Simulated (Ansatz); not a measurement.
Zn₈O₈H₂₂⁻. Total charge -1; doublet. Geometry PBE-D4/def2-SVP, loosely relaxed; atoms count from 1.

| atom | x (Å) | y (Å) | z (Å) |
| --- | --- | --- | --- |
| Zn1 | 3.689 | 0.375 | 1.093 |
| O2 | 2.196 | -2.575 | 0.095 |
| O3 | 1.644 | 0.612 | 0.272 |
| Zn4 | 0.501 | -0.327 | -1.158 |
| Zn5 | 0.589 | -3.180 | 1.236 |
| O6 | -0.599 | -3.376 | -0.360 |
| O7 | 0.202 | 1.516 | -2.041 |
| Zn8 | -1.366 | 2.391 | -3.034 |
| Zn9 | -1.618 | -1.737 | -0.773 |
| O10 | -2.713 | 0.828 | -2.480 |
| Zn11 | 1.291 | 0.144 | 2.213 |
| O12 | -0.059 | -1.307 | 2.019 |
| O13 | -0.024 | 1.653 | 2.730 |
| Zn14 | -0.704 | 2.680 | -0.453 |
| Zn15 | -1.901 | -0.309 | 1.418 |
| O16 | -1.899 | 1.284 | 0.205 |
| H17 | 4.285 | 1.843 | 1.136 |
| H18 | 4.095 | -1.148 | 0.737 |
| H19 | 1.926 | -2.140 | -0.772 |
| H20 | 2.934 | -1.963 | 0.440 |
| H21 | 1.495 | 1.580 | 0.192 |
| H22 | 1.424 | -1.384 | -2.023 |
| H23 | 0.761 | -4.153 | 2.468 |
| H24 | -0.022 | -3.526 | -1.134 |
| H25 | 1.064 | 1.844 | -2.361 |
| H26 | -1.440 | 2.763 | -4.562 |
| H27 | -1.633 | 3.478 | -1.671 |
| H28 | -2.442 | -1.544 | -2.198 |
| H29 | -3.561 | 0.823 | -2.966 |
| H30 | -2.468 | -0.184 | -2.379 |
| H31 | 2.753 | 0.042 | 2.868 |
| H32 | -0.339 | -1.590 | 2.914 |
| H33 | -0.089 | 2.281 | 1.957 |
| H34 | -0.942 | 1.230 | 2.821 |
| H35 | 0.339 | 3.268 | 0.610 |
| H36 | -2.715 | -1.536 | 0.579 |
| H37 | -2.182 | 0.261 | 2.928 |
| H38 | -2.472 | 1.081 | -0.566 |

Single mean-field runs in def2-TZVP are fitted with def2-universal-jkfit. The geometry of the relaxed charge -1 doublet is only loosely relaxed.

Q: Estimate the Mulliken populations of the heavy atoms from the PBE0/def2-TZVP orbitals of Ansatz.

A: 
| atom | charge (e) | spin (α − β) | d electrons |
| --- | --- | --- | --- |
| Zn1 | 0.12 | 0.00 | 10.03 |
| O2 | -0.58 | 0.00 | – |
| O3 | -0.79 | 0.01 | – |
| Zn4 | 0.43 | 0.36 | 10.02 |
| Zn5 | 0.54 | -0.01 | 10.05 |
| O6 | -0.74 | 0.03 | – |
| O7 | -0.82 | 0.00 | – |
| Zn8 | 0.36 | 0.00 | 10.02 |
| Zn9 | 0.15 | 0.41 | 10.04 |
| O10 | -0.64 | 0.00 | – |
| Zn11 | 0.58 | -0.01 | 10.05 |
| O12 | -0.79 | 0.00 | – |
| O13 | -0.55 | 0.00 | – |
| Zn14 | 0.33 | -0.01 | 10.06 |
| Zn15 | 0.36 | -0.01 | 10.06 |
| O16 | -0.72 | 0.02 | – |
Mulliken values depend strongly on the basis.

Q: Where does the spin sit?

A: Summed by element: Zn 0.74, O 0.06, H 0.20, of 1 unpaired in all. Largest on single atoms: Zn9 0.41, Zn4 0.36, H22 0.11.

Q: And the Mayer bond orders between heavy atoms (over 0.3)?

A: O2–Zn5 0.35 (2.06 Å); O3–Zn11 0.34 (2.03 Å); Zn4–Zn9 0.63 (2.57 Å); Zn5–O6 0.46 (2.00 Å); O6–Zn9 0.47 (1.97 Å); O7–Zn8 0.32 (2.05 Å); Zn11–O12 0.38 (1.99 Å); Zn11–O13 0.38 (2.07 Å); Zn14–O16 0.53 (1.95 Å); Zn15–O16 0.44 (2.00 Å).
